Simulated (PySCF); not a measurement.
An unknown shows these calculated signals:

1H NMR (300 MHz, computed): δ 7.05 (s, 1H), 4.09 (s, 3H), 3.85 (m, 1H), 1.36 (m, 2H), 0.90 (m, 2H).

13C{1H} NMR (computed): δ 168.0 (C), 123.0 (CH), 57.8 (CH3), 35.6 (CH), 9.8 (CH2).

Level of theory: shielding tensors at PBE0/pcSseg-1 (GIAO), structure optimised with GFN2-xTB, in PySCF 2.14.0 with density-fitted response routines (isolated molecule, one conformer, averaged over atoms made equivalent by symmetry, fast rotation or ring inversion, non-relativistic Hamiltonian).

Chemical shifts δ = σref − σ; TMS for 1H (31.72 ppm), 13C (186.93 ppm), all at this level.

Q: Which of these does the molecule contain: a heteroaromatic ring, an OH group, an ester, a methoxy group, a three-membered ring, an aldehyde?

A: 
- A heteroaromatic ring: yes.
- An OH group: no.
- An ester: no.
- A methoxy group: yes (δC 57.8; δH 4.09 (s)).
- A three-membered ring: yes.
- An aldehyde: no.

The data belong to `COc1cnn(C2CC2)n1`, C6H9N3O; they needn't prove each group on their own.

Carbon signals by region: 1 in the far downfield region (above 160 ppm), 1 in the sp2 and nitrile region (100–160 ppm), 1 at 50–100 ppm, 2 below 50 ppm. Above 160 ppm: 168.0, aromatic carbon bearing oxygen.

Shifts are as computed. Against solution values, carbons near 30 ppm lie about +3 ppm off and those near 130 ppm about +5 ppm. Of 1211 compounds with measured shifts, 218 miss one by over three times the rms of a fit or turn the order of signals round; such compounds aren't used in these exercises. No couplings were computed; multiplicities are counted from neighbouring protons, with m where these are inequivalent, close in shift, in a saturated or five-membered ring or joined by F or P, and br s for small geminal =CH2 splittings.
